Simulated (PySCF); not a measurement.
A side-by-side comparison of computed properties.

First species: SiH2Me(OiPr), C4H12OSi.
Cartesian coordinates in Å at the PBE0-D3(BJ)/def2-SVP level; atoms count from 1:
```xyz
18
C4H12OSi angstrom
Si     0.3278    1.5979    0.4106
H      0.4637    1.6355    1.9028
H      1.7024    1.7446   -0.1741
C     -0.8104    2.9588   -0.1603
H     -1.8160    2.8219    0.2656
H     -0.8972    2.9599   -1.2571
H     -0.4314    3.9417    0.1607
O     -0.3265    0.1543   -0.1043
C      0.3624   -1.0732   -0.2373
C     -0.4175   -1.9350   -1.2104
C      0.5390   -1.7381    1.1178
H      1.3672   -0.8793   -0.6668
H     -1.4228   -2.1395   -0.8108
H      0.0921   -2.8942   -1.3864
H     -0.5314   -1.4156   -2.1727
H      1.1252   -1.1028    1.7997
H     -0.4439   -1.9181    1.5804
H      1.0610   -2.7021    1.0204
```

Second species: [TcO4]- (charge -1 and singlet state).
SMILES: `[O]=[Tc-](=[O])(=[O])=[O]`

Levels: wB97X-D/def2-SVPD for HOMO energy, LUMO energy, HOMO–LUMO gap and static isotropic polarisability; TDDFT wB97X-D/def2-SVPD for lowest singlet excitation; TDA wB97X-D/def2-SVPD for lowest triplet excitation (Tamm–Dancoff). Geometries: PBE0-D3(BJ)/def2-SVP. Each species is one conformer at its optimised geometry, gas phase (atoms past krypton carry core potentials, spin–orbit coupling is left out); the electronic structure was computed with PySCF and density fitting.

```json
{"property": "HOMO energy", "column X": "-5.70 eV", "column Y": "-9.74 eV"}
{"property": "LUMO energy", "column X": "4.34 eV", "column Y": "2.30 eV"}
{"property": "HOMO–LUMO gap", "column X": "10.04 eV", "column Y": "12.04 eV"}
{"property": "lowest singlet excitation", "column X": "4.47 eV", "column Y": "7.55 eV"}
{"property": "lowest triplet excitation (Tamm–Dancoff)", "column X": "3.95 eV", "column Y": "7.30 eV"}
{"property": "static isotropic polarisability", "column X": "57.0 au", "column Y": "81.0 au"}
```

Problem. Which column belongs to which species?

Solution. Column X is the second species and column Y the first. The first has 18 atoms and 58 electrons, the second 5 and 76; their charges are 0 and -1, their HOMO energies -9.74 eV and -5.70 eV.

Problem. How does each property change from the first species to the second?

Solution. HOMO energy +4.04 eV; LUMO energy +2.04 eV; HOMO–LUMO gap -2.00 eV; lowest singlet excitation -3.08 eV; lowest triplet excitation (Tamm–Dancoff) -3.35 eV; static isotropic polarisability -24.0 au.

On the first: The principal polarisabilities are 72.3, 78.8 and 91.9 au; their mean is the isotropic value. The vertical singlet–triplet gap S1 − T1 is 0.25 eV (TDDFT singlet less Tamm–Dancoff triplet; S1: HOMO→LUMO+1, weight 0.52; T1: HOMO→LUMO+1, weight 0.51).

On the second: S1 lies 5.57 eV below the HOMO–LUMO gap. The 10 singlets span 4.47 to 5.84 eV, and their oscillator strengths add up to 0.07. Atoms past krypton carry effective core potentials; spin–orbit coupling is left out. The geometry's basis has no diffuse functions, a weakness for an anion.
